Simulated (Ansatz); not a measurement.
Relaxation of FH$_{5}$O$_{3}$Si (10 atoms, charge 0, multiplicity 1), to a largest force component of 0.03 eV/Å in at most 50 steps.

Computed with RHF/6-31G* (Ansatz 0.2.0).

```xyz
10
Properties=species:S:1:pos:R:3
Si 0.340 0.162 -0.241
F -0.754 0.298 2.338
O 1.223 -0.029 -1.602
H 1.564 -0.895 -1.775
O -0.868 1.208 -0.556
H -1.312 1.157 -1.391
O -0.125 -1.346 0.176
H -0.606 -1.428 0.989
H 1.119 0.786 0.829
H -0.051 0.885 2.280
```

Where does it end, and by what steps?

It converged. After 44 steps the energy has fallen by 0.422 eV; H10 moved furthest, 1.71 Å.

```csv
step,energy less start (eV),largest force component (eV/Å),accepted
0,0.0000,0.506,yes
2,-0.0803,2.008,no
4,-0.1352,0.262,yes
6,-0.1669,0.099,yes
8,-0.1789,0.077,yes
10,-0.2108,0.693,yes
12,-0.2878,0.953,yes
14,-0.3331,1.455,yes
16,-0.3740,0.146,yes
18,-0.3847,0.428,yes
20,-0.3907,0.104,yes
22,-0.3920,0.420,no
24,-0.3953,0.374,yes
26,-0.3938,0.532,no
28,-0.4021,0.051,yes
30,-0.4043,0.050,yes
32,-0.4065,0.555,no
34,-0.4119,0.211,yes
36,-0.4146,0.141,yes
38,-0.4195,0.078,yes
40,-0.4211,0.084,yes
42,-0.4210,0.054,no
44,-0.4217,0.023,yes
```

```xyz
10
Properties=species:S:1:pos:R:3
Si 0.832 0.135 -0.241
F -1.644 -0.063 2.101
O 0.929 -0.317 -1.802
H 0.446 -1.086 -2.075
O -0.504 1.095 0.025
H -0.636 1.848 -0.536
O 0.615 -1.148 0.724
H -0.059 -1.104 1.395
H 2.040 0.901 0.042
H -1.488 0.536 1.413
```

Whether the end is a true minimum wasn't checked by a vibrational analysis.

The run took 2.4 min on 1 thread of Arm Neoverse N1, on a shared host, peak memory 0.16 GiB.
